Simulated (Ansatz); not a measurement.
One change: `[CH3][GeH2][AlH][Cl]` becomes `[Cl][AlH][GeH3]`.

Ansatz, PBE0-D4/def2-TZVP geometries, multiplicity 1. Each molecule was computed in one conformer, which needn't be the lowest.

Scalar relativity is left out up to krypton.

| property | `[CH3][GeH2][AlH][Cl]` |
| --- | --- |
| HOMO–LUMO gap (ωB97M-V/def2-TZVPP) / eV | 9.33 |
| size of the dipole moment (ωB97M-V/def2-TZVPP) / D | 1.05 |
| LUMO energy (PBE/def2-TZVPP) / eV | -2.56 |
| HOMO energy (B3LYP/def2-TZVPP) / eV | -7.30 |
| HOMO energy (PBE0/def2-TZVPP) / eV | -7.50 |
| HOMO–LUMO gap (PBE0/def2-TZVPP) / eV | 5.67 |

Give the same properties after the change, and the shifts. (Estimate.)

The calculation gave: 
```tsv
property	`[Cl][AlH][GeH3]`	shift
HOMO–LUMO gap (ωB97M-V/def2-TZVPP) / eV	9.49	0.16
size of the dipole moment (ωB97M-V/def2-TZVPP) / D	1.14	0.09
LUMO energy (PBE/def2-TZVPP) / eV	-2.70	-0.14
HOMO energy (B3LYP/def2-TZVPP) / eV	-7.59	-0.29
HOMO energy (PBE0/def2-TZVPP) / eV	-7.79	-0.29
HOMO–LUMO gap (PBE0/def2-TZVPP) / eV	5.82	0.15
```

With PBE0 the HOMO falls by 0.29 eV and the LUMO falls by 0.14 eV, so the gap widens by about 0.15 eV. PBE moves the HOMO by -0.28 eV and ωB97M-V by -0.30 eV. Dipoles are sizes alone; their direction can turn.

B3LYP here is the variant with VWN-RPA as its local correlation; programs differ in this.
